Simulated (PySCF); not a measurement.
**N: interval between two levels**

N [He] 2s2 2p3 [4S3/2, M_J = 3/2] → N [He] 2s1 2p4 [4P5/2, M_J = 5/2], as a difference of total energies. Calculation: PySCF 2.14, in x2c-TZVPall-2c with one added diffuse shell each of s, p, d type (6s4p3d1f, 40 functions); the two-component X2C-1e Hamiltonian. Correlated levels: 1s2 frozen. "Screened" scales the spin-orbit matrix elements by Boettger's factors to mimic the two-electron term; Breit and QED terms are absent.

| method | interval between two levels (cm⁻¹) | error (cm⁻¹) |
| --- | --- | --- |
| GHF (spin-free) | 88272 | +165 |
| GMP2 (spin-free) | 89256 | +1148 |
| GHF (screened spin-orbit) | 88241 | +133 |
| GMP2 (screened spin-orbit) | 89218 | +1111 |

Reference: 88107 cm⁻¹ (measured; NIST Handbook of Basic Atomic Spectroscopic Data (Sansonetti and Martin, J. Phys. Chem. Ref. Data 34, 1559 (2005))).

Errors of the correlated levels include the incompleteness of this basis and the frozen core.

The labels give the starting determinants; with spin-orbit coupling the two ends relaxed to ⟨J²⟩ = 3.76, ⟨L²⟩ = 0.00, ⟨S²⟩ = 3.76 and ⟨J²⟩ = 8.82, ⟨L²⟩ = 2.00, ⟨S²⟩ = 3.82.
